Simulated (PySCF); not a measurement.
Orbital picture of GeI

PBE0 at R = 2.539 Å; basis Ge cc-pVTZ-PP with ECP10, I cc-pVTZ-PP with ECP28; scalar-relativistic core potentials; PySCF 2.14. State: ²Π (doublet), unpaired electrons π ↑. Only the outer orbitals are listed, counted within each symmetry, core potentials removing the inner ones.

```
spin  orbital  occ.  ε (eV)  on Ge (%)           main shells (%)
   α       7σ     1  -19.43          9                    90 I s
   α       8σ     1  -13.89         80           80 Ge s, 12 I p
   α       9σ     1   -8.38         41  59 I p, 28 Ge p, 12 Ge s
   α       5π     1   -8.14         16           84 I p, 14 Ge p
   α       5π     1   -8.04         11            89 I p, 9 Ge p
   α       6π     1   -5.18         84           84 Ge p, 14 I p
   α       6π     0   -3.24         89            89 Ge p, 9 I p
   α      10σ     0   -0.88         77           78 Ge p, 26 I p
   α      11σ     0    2.10        105          92 Ge s, 14 Ge p
   β       7σ     1  -19.35          7                    92 I s
   β       8σ     1  -13.09         77           76 Ge s, 16 I p
   β       9σ     1   -8.15         43  57 I p, 26 Ge p, 16 Ge s
   β       5π     1   -8.03          9                    91 I p
   β       5π     1   -7.80          6                    93 I p
   β       6π     0   -2.91         90                   90 Ge p
   β       6π     0   -2.07         92                   92 Ge p
   β      10σ     0   -0.62         79           79 Ge p, 23 I p
```

**Question.** Which are the highest filled and the lowest empty level, where do they sit, and how wide is the gap?

**Answer.** Highest filled α 6π at -5.18 eV (in %: 84 Ge p, 14 I p); lowest empty α 6π at -3.24 eV (in %: 89 Ge p, 9 I p); the gap at PBE0 is 1.94 eV. Both belong to one degenerate shell, split only by its one-sided filling, so this is no excitation gap.

| Quantity | Value |
| --- | --- |
| bond order (Mayer) | 1.29 |
| ⟨S²⟩ | 0.755 |
| charge on Ge (Mulliken, basis-dependent) | 0.18 |
| charge on Ge (Löwdin, basis-dependent) | -0.03 |
| dipole moment (positive dipole means Ge(−)I(+)) | -1.46 D |
| polarisability along the bond | 96.2 bohr³ |
| polarisability across the bond | 48.0 bohr³ |

Shares are Mulliken populations and can fall outside 0 to 100 %.

Spin–orbit coupling is left out. The state is the lowest determinant that a PBE0 search found; another state may lie lower at other levels.
